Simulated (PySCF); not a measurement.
CH7FSi2.
SMILES with atom numbers: `[F:1][CH:2]([SiH3:3])[SiH3:4]` (hydrogens: H5 on C2; H6, H7, H8 on Si3; H9, H10, H11 on Si4)

Method: MP2 and CCSD/aug-cc-pVDZ in PySCF, restricted Hartree–Fock reference, 12 core orbitals frozen, non-relativistic, gas phase, PBE0-D3(BJ)/def2-SVP geometry.

E(HF) = -719.23212 Eh.

(1) How large is the problem?

(2) What are the MP2 and CCSD correlation energies?

(3) What is the T1 diagnostic?

(4) How does correlation change the dipole moment?

Answers

(1) 163 basis functions and 50 electrons; 12 orbitals frozen, which leaves o = 13 correlated occupied and v = 138 virtual orbitals. That is o·v = 1794 singles and o·v(o·v + 1)/2 = 1610115 distinct closed-shell doubles amplitudes before symmetry; the costliest CCSD step grows as o²v⁴ = 6.1 × 10^10.

(2) MP2 -0.5689 Eh and CCSD -0.6296 Eh, which gives totals of -719.80103 and -719.86175 Eh. That is 0.659 eV for each correlated electron at CCSD (1653 kJ/mol in all, 0.087 % of the total energy); MP2 gives 90.4 % of the CCSD value.

(3) 0.0131, below the customary warning level of 0.02. It is the norm of the spatial-orbital singles amplitudes over the root of the number of correlated electrons, so the norm is 0.067.

(4) HF gives 1.63 D and CCSD (unrelaxed density) 1.40 D, a change of -0.23 D.

No triples correction and no basis-set extrapolation were made.
